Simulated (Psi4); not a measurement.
Cl2Te (SMILES Cl[Te]Cl), singlet, geometry from GFN2-xTB (core potentials on Te). Base run: TPSS/def2-SVP run with Psi4.

The Psi4 input:
```
memory 2 GB

molecule {
0 1
  Te   -0.01170558    0.01195986    0.61430806
  Cl    1.11463884    1.32379797   -0.94476070
  Cl   -1.07883353   -1.36038108   -0.93429926
}

set basis def2-svp

energy('tpss')
print_variables()
```

The base run was repeated with changes; each row names its change, and settings that it needs were set with it.

```csv
change,basis functions,E (Eh),dipole (D),core-seconds (rough)
base,62,-1188.09188,2.10,4
basis = def2-SV(P),62,-1188.09188,2.10,5
basis = def2-SVPD,?,?,?,6
basis = def2-TZVP,124,-1188.43027,1.90,6
basis = def2-TZVPP,134,-1188.43035,1.90,7
basis = def2-TZVPD,?,?,1.85,9
basis = def2-QZVPP,222,-1188.46128,1.85,10
basis = def2-QZVP,222,-1188.46128,1.85,20
```

Some entries are withheld; supply them.


- basis = def2-SVPD, basis functions: 89
- basis = def2-SVPD, E (Eh): -1188.11135
- basis = def2-SVPD, dipole (D): 1.99
- basis = def2-TZVPD, basis functions: 151
- basis = def2-TZVPD, E (Eh): -1188.43246

Totals compare only among sets that treat the same electrons; sets with core potentials leave the core out.
